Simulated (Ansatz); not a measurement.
`CNBN` → B• + C• + 7 H• + 2 N•  (atomization)

Program: Ansatz. Geometries: PBE0-D4/def2-TZVP. ΔE: electronic, gas phase. CCSD(T)/CBS adds triple-zeta CCSD(T) − MP2 to the extrapolated MP2 energy (def2 sets, frozen cores). This one scheme is used for every species, atoms too. DFT in def2-TZVPP. B3LYP here is the variant with VWN-RPA as its local correlation; programs differ in this. HSE06 is defined as in plane-wave codes. No spin–orbit coupling; open shells (•) take unrestricted orbitals. Spin–orbit coupling would lower the free atoms: a little for B, C. Each species was taken in one conformer, which may not be the lowest.

```json
{"level": "LDA (SPW92)", "ΔE (kJ/mol)": "4745.4", "difference from CCSD(T)/CBS": "598.3"}
{"level": "PBE-D4", "ΔE (kJ/mol)": "4249.5", "difference from CCSD(T)/CBS": "102.4"}
{"level": "revPBE-D4", "ΔE (kJ/mol)": "4146.0", "difference from CCSD(T)/CBS": "-1.1"}
{"level": "BLYP-D4", "ΔE (kJ/mol)": "4188.4", "difference from CCSD(T)/CBS": "41.3"}
{"level": "r2SCAN-D4", "ΔE (kJ/mol)": "4153.4", "difference from CCSD(T)/CBS": "6.3"}
{"level": "B97M-V", "ΔE (kJ/mol)": "4160.7", "difference from CCSD(T)/CBS": "13.6"}
{"level": "PBE0-D4", "ΔE (kJ/mol)": "4175.1", "difference from CCSD(T)/CBS": "28.0"}
{"level": "r2SCANh-D4", "ΔE (kJ/mol)": "4131.4", "difference from CCSD(T)/CBS": "-15.7"}
{"level": "BHLYP-D4", "ΔE (kJ/mol)": "4073.6", "difference from CCSD(T)/CBS": "-73.5"}
{"level": "CAM-B3LYP-D4", "ΔE (kJ/mol)": "4209.3", "difference from CCSD(T)/CBS": "62.2"}
{"level": "ωB97X-V", "ΔE (kJ/mol)": "4173.4", "difference from CCSD(T)/CBS": "26.3"}
{"level": "ωB97M-V", "ΔE (kJ/mol)": "4184.2", "difference from CCSD(T)/CBS": "37.1"}
{"level": "B2PLYP", "ΔE (kJ/mol)": "4135.7", "difference from CCSD(T)/CBS": "-11.4"}
{"level": "PBE-QIDH", "ΔE (kJ/mol)": "4125.0", "difference from CCSD(T)/CBS": "-22.1"}
{"level": "PBE", "ΔE (kJ/mol)": "4234.8", "difference from CCSD(T)/CBS": "87.7"}
{"level": "revPBE", "ΔE (kJ/mol)": "4092.6", "difference from CCSD(T)/CBS": "-54.5"}
{"level": "BLYP", "ΔE (kJ/mol)": "4155.0", "difference from CCSD(T)/CBS": "7.9"}
{"level": "r2SCAN", "ΔE (kJ/mol)": "4149.7", "difference from CCSD(T)/CBS": "2.6"}
{"level": "PBE0", "ΔE (kJ/mol)": "4162.9", "difference from CCSD(T)/CBS": "15.8"}
{"level": "B3LYP", "ΔE (kJ/mol)": "4169.6", "difference from CCSD(T)/CBS": "22.5"}
{"level": "r2SCANh", "ΔE (kJ/mol)": "4127.5", "difference from CCSD(T)/CBS": "-19.6"}
{"level": "r2SCAN0", "ΔE (kJ/mol)": "4095.5", "difference from CCSD(T)/CBS": "-51.6"}
{"level": "HSE06", "ΔE (kJ/mol)": "4167.2", "difference from CCSD(T)/CBS": "20.1"}
{"level": "BHLYP", "ΔE (kJ/mol)": "4057.8", "difference from CCSD(T)/CBS": "-89.3"}
{"level": "CAM-B3LYP", "ΔE (kJ/mol)": "4197.3", "difference from CCSD(T)/CBS": "50.2"}
{"level": "LC-ωPBE", "ΔE (kJ/mol)": "4158.6", "difference from CCSD(T)/CBS": "11.5"}
{"level": "HF/def2-SVP", "ΔE (kJ/mol)": "3049.2", "difference from CCSD(T)/CBS": "-1097.9"}
{"level": "MP2/def2-SVP", "ΔE (kJ/mol)": "3957.7", "difference from CCSD(T)/CBS": "-189.4"}
{"level": "CCSD/def2-SVP", "ΔE (kJ/mol)": "3894.2", "difference from CCSD(T)/CBS": "-252.9"}
{"level": "CCSD(T)/def2-SVP", "ΔE (kJ/mol)": "3929.3", "difference from CCSD(T)/CBS": "-217.8"}
{"level": "HF/def2-TZVPP", "ΔE (kJ/mol)": "3011.7", "difference from CCSD(T)/CBS": "-1135.4"}
{"level": "MP2/def2-TZVPP", "ΔE (kJ/mol)": "4081.2", "difference from CCSD(T)/CBS": "-65.9"}
{"level": "SCS-MP2/def2-TZVPP", "ΔE (kJ/mol)": "4094.7", "difference from CCSD(T)/CBS": "-52.4"}
{"level": "CCSD(T)/def2-TZVPP", "ΔE (kJ/mol)": "4036.1", "difference from CCSD(T)/CBS": "-111.0"}
{"level": "HF/def2-QZVPP", "ΔE (kJ/mol)": "3018.4", "difference from CCSD(T)/CBS": "-1128.7"}
{"level": "MP2/def2-QZVPP", "ΔE (kJ/mol)": "4147.2", "difference from CCSD(T)/CBS": "0.1"}
{"level": "SCS-MP2/def2-QZVPP", "ΔE (kJ/mol)": "4170.8", "difference from CCSD(T)/CBS": "23.7"}
{"level": "HF/CBS(def2)", "ΔE (kJ/mol)": "3019.5", "difference from CCSD(T)/CBS": "-1127.6"}
{"level": "MP2/CBS(def2)", "ΔE (kJ/mol)": "4192.1", "difference from CCSD(T)/CBS": "45.0"}
{"level": "CCSD/CBS(def2)", "ΔE (kJ/mol)": "4094.2", "difference from CCSD(T)/CBS": "-52.9"}
{"level": "CCSD(T)/CBS", "ΔE (kJ/mol)": "4147.1", "difference from CCSD(T)/CBS": "0"}
```

Largest T1 diagnostic among the species: 0.014.

At CCSD(T), def2-SVP lies −217.8 kJ/mol from the extrapolated value and def2-TZVPP −111.0 kJ/mol: correlation converges slowly with the basis, and small sets miss more of it in the bonded molecule than in its fragments. From BLYP to BHLYP (50 % exact exchange), in def2-TZVPP and without D4, ΔE moves by −97.3 kJ/mol: exact exchange takes away binding that semilocal exchange gives to molecules. Leaving LDA and LC-ωPBE aside and taking each functional with its dispersion term where it has one, the values spread over 175.9 kJ/mol, from BHLYP-D4 to PBE-D4. LDA lies +510.6 kJ/mol from PBE without D4, its usual overbinding.

For atomizations the MP2-based limit and the directly extrapolated one differ by several kJ/mol either way, and by 10 to 25 for some Ge, Se and Sn compounds, so smaller differences from it don't rank the levels.
